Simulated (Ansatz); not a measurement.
`B[Si](Cl)(Cl)Cl` + `CC(C)N` → `CC(C)N[Si](Cl)(Cl)Cl` + BH₃ at 298.15 K and 1 bar (cleavage of the Si–B bond).

Isolated molecules relaxed with PBE0-D4/def2-TZVP in Ansatz; ΔE leaves out vibrations. CBS: MP2 limit from def2 TZ/QZ plus the TZ coupled-cluster correction, frozen cores. This one scheme is used for every species. One conformer a species, not always the lowest.

| species | CCSD(T)/CBS energy (Eh) | H − E (kJ/mol) | S (J/(mol·K)) |
| --- | --- | --- | --- |
| `B[Si](Cl)(Cl)Cl` | -1694.53226 | 89.9 | 369.4 |
| `CC(C)N` | -174.28253 | 334.6 | 299.1 |
| `CC(C)N[Si](Cl)(Cl)Cl` | -1842.29631 | 338.6 | 460.0 |
| BH₃ | -26.55200 | 78.7 | 188.3 |

H − E and S are ideal-gas, rigid-rotor, harmonic terms from PBE0-D4/def2-TZVP, for one conformer and one mirror image of each species. 1 Eh = 2625.50 kJ/mol, R = 8.31446 J/(mol·K).

Task: By hand: ΔE, ΔH, ΔS and ΔG.

Result: ΔE = (-1842.29631) + (-26.55200) − (-1694.53226) − (-174.28253) = -0.03352 Eh = -88.0 kJ/mol. Δ(H − E) = 338.6 + 78.7 − 89.9 − 334.6 = -7.2, so ΔH = -95.2 kJ/mol. ΔS = 460.0 + 188.3 − 369.4 − 299.1 = -20.2 J/(mol·K). ΔG = -95.2 − 298.15 × (-20.2)/1000 = -89.2 kJ/mol.

Task: By hand: the equilibrium constant, and the temperature at which ΔG would vanish if ΔH and ΔS stayed fixed.

Result: log₁₀ K = −ΔG/(RT ln 10) = 15.6. ΔG = 0 at ΔH/ΔS = 4713 K, far beyond where these terms or the molecules hold.

ΔH outweighs TΔS. A doubt of 5 kJ/mol in ΔE shifts log₁₀ K by 0.9 here. Other conformers and mirror images would add mixing entropy, several J/(mol·K) or more a flexible species. Modes under 60 cm⁻¹, often nearly free rotors, make the harmonic entropy too high. These are equilibria of isolated gas molecules and say nothing of rates. Largest T1 diagnostic: 0.010 (customary marks: 0.02 for closed shells, 0.045 for open ones).
